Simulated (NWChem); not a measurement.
System: BeHSeCl; SMILES [Cl][Be][SeH]

The following NWChem deck was run.

```
start job
memory heap 200 mb stack 900 mb global 1100 mb
geometry units angstroms noautoz
  Be    -0.006111    -0.629793     0.000000
  Cl    -0.099451    -2.442996     0.000000
  Se     0.135483     1.391724     0.000000
  H     -1.334544     1.495696     0.000000
end
basis spherical
  * library def2-svp
end
dft
  xc pbe0
  iterations 150
  vectors input atomic output neutral.movecs
end
task dft energy
charge 1
dft
  odft
  mult 2
  vectors input atomic output cation.movecs
end
task dft energy
```

Parts of the log:

```
             Northwest Computational Chemistry Package (NWChem) 7.3.0
             --------------------------------------------------------

 CS  symmetry detected

                             Geometry "geometry" -> ""
                             -------------------------

 Output coordinates in angstroms (scale by  1.889725989 to convert to a.u.)

  No.       Tag          Charge          X              Y              Z
 ---- ---------------- ---------- -------------- -------------- --------------
    1 Be                   4.0000     0.00647185    -0.71564271     0.00000000
    2 Cl                  17.0000     0.01556973    -2.53122381     0.00000000
    3 Se                  34.0000     0.03379939     1.31064282     0.00000000
    4 H                    1.0000    -1.43975200     1.33151979     0.00000000

 Effective nuclear repulsion energy (a.u.)     150.1785792709

      Symmetry information
      --------------------

 Group name             Cs
 Group number              2
 Group order               2
 No. of unique centers     4

                                 NWChem DFT Module
                                 -----------------

 Summary of "ao basis" -> "ao basis" (spherical)
 ------------------------------------------------------------------------------
       Tag                 Description            Shells   Functions and Types
 ---------------- ------------------------------  ------  ---------------------
 Be                         def2-svp                 5        9   3s2p
 Cl                         def2-svp                 8       18   4s3p1d
 Se                         def2-svp                12       32   5s4p3d
 H                          def2-svp                 3        5   2s1p

      Symmetry analysis of basis
      --------------------------

        a'         46
        a"         18

            General Information
            -------------------
          SCF calculation type: DFT
          Wavefunction type:  closed shell.
          No. of atoms     :     4
          No. of electrons :    56
           Alpha electrons :    28
            Beta electrons :    28
          Charge           :     0
          Spin multiplicity:     1
          Use of symmetry is: on ; symmetry adaption is: on
          Maximum number of iterations: 150
          AO basis - number of functions:    64
                     number of shells:    28
          Convergence on energy requested:  1.00D-06
          Convergence on density requested:  1.00D-05
          Convergence on gradient requested:  5.00D-04

              XC Information
              --------------
                         PBE0 Method XC Functional
                     Hartree-Fock (Exact) Exchange  0.250
          PerdewBurkeErnzerhof Exchange Functional  0.750
            Perdew 1991 LDA Correlation Functional  1.000 local
           PerdewBurkeErnz. Correlation Functional  1.000 non-local

             Grid Information
             ----------------
          Grid used for XC integration:  medium
          Radial quadrature: Mura-Knowles
          Angular quadrature: Lebedev.
          Tag              B.-S. Rad. Rad. Pts. Rad. Cut. Ang. Pts.
          ---              ---------- --------- --------- ---------
          Be                  1.05       49           8.0       434
          Cl                  1.00       88          11.0       590
          Se                  1.15      112          10.0       590
          H                   0.35       45          10.0       434
          Grid pruning is: on
          Number of quadrature shells:   294
          Spatial weights used:  Erf1

      Superposition of Atomic Density Guess
      -------------------------------------

 Sum of atomic energies:       -2873.88831032

      Non-variational initial energy
      ------------------------------

 Total energy =   -2874.553937
 1-e energy   =   -4296.482159
 2-e energy   =    1271.749643
 HOMO         =      -0.308569
 LUMO         =       0.012520

      Symmetry analysis of molecular orbitals - initial
      -------------------------------------------------

  Numbering of irreducible representations:

     1 a'          2 a"

  Orbital symmetries:

     1 a'          2 a'          3 a'          4 a'          5 a'
     6 a"          7 a'          8 a'          9 a'         10 a'
    11 a"         12 a'         13 a'         14 a"         15 a'
    16 a'         17 a'         18 a"         19 a'         20 a"
    21 a'         22 a'         23 a'         24 a'         25 a"
    26 a'         27 a'         28 a"         29 a'         30 a'
    31 a"         32 a'         33 a'         34 a'         35 a"
    36 a'         37 a'         38 a'

   convergence    iter        energy       DeltaE   RMS-Dens  Diis-err
 ---------------- ----- ----------------- --------- --------- ---------
 d= 0,ls=0.0,diis     1  -2876.2478145215 -3.03D+03  1.34D-02  3.01D-01
 d= 0,ls=0.0,diis     2  -2876.2673933200 -1.96D-02  7.09D-03  1.74D-01
 d= 0,ls=0.0,diis     3  -2876.2918379455 -2.44D-02  1.74D-03  1.21D-02
 d= 0,ls=0.0,diis     4  -2876.2937425096 -1.90D-03  3.32D-04  3.25D-04
 d= 0,ls=0.0,diis     5  -2876.2937981222 -5.56D-05  6.30D-05  2.11D-05
  Resetting Diis
 d= 0,ls=0.0,diis     6  -2876.2938013766 -3.25D-06  1.51D-05  6.13D-07
 d= 0,ls=0.0,diis     7  -2876.2938014768 -1.00D-07  3.98D-06  2.61D-08

         Total DFT energy =    -2876.293801476777
      One electron energy =    -4298.334250781436
           Coulomb energy =     1390.098877724301
    Exchange-Corr. energy =     -118.237007690579
 Nuclear repulsion energy =      150.178579270938

 Numeric. integr. density =       56.000011641361

                  Occupations of the irreducible representations
                  ----------------------------------------------

                     irrep           alpha         beta
                     --------     --------     --------
                     a'               21.0         21.0
                     a"                7.0          7.0

                       DFT Final Molecular Orbital Analysis
                       ------------------------------------

 Vector   26  Occ=2.000000D+00  E=-3.546680D-01  Symmetry=a'
              MO Center= -2.7D-02, -2.2D+00,  2.9D-15, r^2= 1.9D+00
   Bfn.  Coefficient  Atom+Function         Bfn.  Coefficient  Atom+Function
  ----- ------------  ---------------      ----- ------------  ---------------
    20      0.597488  2 Cl px                17      0.446821  2 Cl px
    14      0.260597  2 Cl px                 4     -0.128829  1 Be px
    40      0.094592  3 Se py                43      0.083000  3 Se py
     7      0.074450  1 Be px                 5      0.069125  1 Be py
    37     -0.061289  3 Se py                 2     -0.053047  1 Be s

 Vector   27  Occ=2.000000D+00  E=-3.400631D-01  Symmetry=a'
              MO Center=  4.8D-02,  9.9D-01, -2.1D-15, r^2= 2.5D+00
   Bfn.  Coefficient  Atom+Function         Bfn.  Coefficient  Atom+Function
  ----- ------------  ---------------      ----- ------------  ---------------
    40      0.418281  3 Se py                43      0.381885  3 Se py
     5      0.269639  1 Be py                37     -0.270665  3 Se py
    31      0.236918  3 Se s                  2     -0.225651  1 Be s
    32      0.205843  3 Se s                 30     -0.156572  3 Se s
    20     -0.132572  2 Cl px                39      0.123786  3 Se px

 Vector   28  Occ=2.000000D+00  E=-2.723601D-01  Symmetry=a"
              MO Center=  7.2D-03,  1.0D+00, -5.3D-15, r^2= 2.3D+00
   Bfn.  Coefficient  Atom+Function         Bfn.  Coefficient  Atom+Function
  ----- ------------  ---------------      ----- ------------  ---------------
    44      0.581980  3 Se pz                41      0.479480  3 Se pz
    38     -0.307705  3 Se pz                22     -0.150939  2 Cl pz
     6     -0.129897  1 Be pz                35      0.099903  3 Se pz
    19     -0.089818  2 Cl pz                16     -0.053427  2 Cl pz
     9      0.048830  1 Be pz                56     -0.035177  3 Se d -1

 Vector   29  Occ=0.000000D+00  E=-2.993223D-02  Symmetry=a'
              MO Center=  7.8D-02, -3.1D-01, -8.8D-15, r^2= 4.0D+00
   Bfn.  Coefficient  Atom+Function         Bfn.  Coefficient  Atom+Function
  ----- ------------  ---------------      ----- ------------  ---------------
    61     -0.594666  4 H  s                  4      0.544841  1 Be px
     7     -0.471702  1 Be px                32      0.445423  3 Se s
    20      0.307852  2 Cl px                42     -0.265781  3 Se px
    60     -0.244368  4 H  s                  3     -0.233454  1 Be s
    31      0.152826  3 Se s                 17      0.146731  2 Cl px

 Vector   30  Occ=0.000000D+00  E=-1.058403D-02  Symmetry=a'
              MO Center= -6.3D-01, -3.7D-01,  4.1D-15, r^2= 5.6D+00
   Bfn.  Coefficient  Atom+Function         Bfn.  Coefficient  Atom+Function
  ----- ------------  ---------------      ----- ------------  ---------------
     3      1.242239  1 Be s                 32     -0.617532  3 Se s
    43      0.390472  3 Se py                42      0.300080  3 Se px
    13     -0.293556  2 Cl s                 61      0.282245  4 H  s
    31     -0.270280  3 Se s                 21     -0.238941  2 Cl py
     7     -0.204952  1 Be px                 4      0.175661  1 Be px

 Vector   31  Occ=0.000000D+00  E=-2.526327D-03  Symmetry=a"
              MO Center=  5.9D-03, -6.0D-01,  5.9D-15, r^2= 3.8D+00
   Bfn.  Coefficient  Atom+Function         Bfn.  Coefficient  Atom+Function
  ----- ------------  ---------------      ----- ------------  ---------------
     6      0.615179  1 Be pz                 9     -0.574157  1 Be pz
    44      0.387863  3 Se pz                22      0.339577  2 Cl pz
    41      0.190078  3 Se pz                19      0.165499  2 Cl pz
    38     -0.120804  3 Se pz                16      0.094682  2 Cl pz
    56      0.088620  3 Se d -1              24     -0.065700  2 Cl d -1

     Multipole analysis of the density
     ---------------------------------

     L   x y z        total         alpha         beta         nuclear
     -   - - -        -----         -----         ----         -------
     0   0 0 0     -0.000000    -28.000000    -28.000000     56.000000

     1   1 0 0     -0.269123     -0.134562     -0.134562      0.000000
     1   0 1 0      0.200978      0.100489      0.100489     -0.000000
     1   0 0 1     -0.000000     -0.000000     -0.000000      0.000000

     2   2 0 0    -25.205569    -16.380999    -16.380999      7.556429
     2   1 1 0     -0.943824      1.491100      1.491100     -3.926024
     2   1 0 1     -0.000000     -0.000000     -0.000000      0.000000
     2   0 2 0    -31.083200   -321.129708   -321.129708    611.176216
     2   0 1 1     -0.000000     -0.000000     -0.000000      0.000000
     2   0 0 2    -28.385845    -14.192922    -14.192922      0.000000

                                 NWChem DFT Module
                                 -----------------

      Symmetry analysis of basis
      --------------------------

        a'         46
        a"         18

            General Information
            -------------------
          SCF calculation type: DFT
          Wavefunction type:  spin polarized.
          No. of atoms     :     4
          No. of electrons :    55
           Alpha electrons :    28
            Beta electrons :    27
          Charge           :     1
          Spin multiplicity:     2
          Use of symmetry is: on ; symmetry adaption is: on
          Maximum number of iterations: 150
          AO basis - number of functions:    64
                     number of shells:    28
          Convergence on energy requested:  1.00D-06
          Convergence on density requested:  1.00D-05
          Convergence on gradient requested:  5.00D-04

              XC Information
              --------------
                         PBE0 Method XC Functional
                     Hartree-Fock (Exact) Exchange  0.250
          PerdewBurkeErnzerhof Exchange Functional  0.750
            Perdew 1991 LDA Correlation Functional  1.000 local
           PerdewBurkeErnz. Correlation Functional  1.000 non-local

             Grid Information
             ----------------
          Grid used for XC integration:  medium
          Radial quadrature: Mura-Knowles
          Angular quadrature: Lebedev.
          Tag              B.-S. Rad. Rad. Pts. Rad. Cut. Ang. Pts.
          ---              ---------- --------- --------- ---------
          Be                  1.05       49           8.0       434
          Cl                  1.00       88          11.0       590
          Se                  1.15      112          10.0       590
          H                   0.35       45          10.0       434
          Grid pruning is: on
          Number of quadrature shells:   294
          Spatial weights used:  Erf1

      Superposition of Atomic Density Guess
      -------------------------------------

 Sum of atomic energies:       -2873.88831032

 Renormalizing density from      56.00 to     55

      Non-variational initial energy
      ------------------------------

 Total energy =   -2842.845139
 1-e energy   =   -4219.759264
 2-e energy   =    1226.735545
 HOMO         =      -0.675416
 LUMO         =      -0.248521

   Symmetry analysis of molecular orbitals - initial alpha
   -------------------------------------------------------

  Numbering of irreducible representations:

     1 a'          2 a"

  Orbital symmetries:

     1 a'          2 a'          3 a'          4 a'          5 a'
     6 a"          7 a'          8 a'          9 a'         10 a'
    11 a"         12 a'         13 a'         14 a"         15 a'
    16 a'         17 a'         18 a"         19 a'         20 a"
    21 a'         22 a'         23 a'         24 a'         25 a'
    26 a"         27 a'         28 a"         29 a'         30 a'
    31 a'         32 a"         33 a'         34 a'         35 a"
    36 a'         37 a'         38 a'

   Symmetry analysis of molecular orbitals - initial beta
   ------------------------------------------------------

  Numbering of irreducible representations:

     1 a'          2 a"

  Orbital symmetries:

     1 a'          2 a'          3 a'          4 a'          5 a'
     6 a"          7 a'          8 a'          9 a'         10 a'
    11 a"         12 a'         13 a'         14 a"         15 a'
    16 a'         17 a'         18 a"         19 a'         20 a"
    21 a'         22 a'         23 a'         24 a'         25 a'
    26 a"         27 a'         28 a"         29 a'         30 a'
    31 a'         32 a"         33 a'         34 a'         35 a"
    36 a'         37 a'         38 a'

[...]
```

Level: PBE0/def2-SVP, vertical spin-unrestricted ions. All runs use the structure optimised with PBE0/def2-SVP.
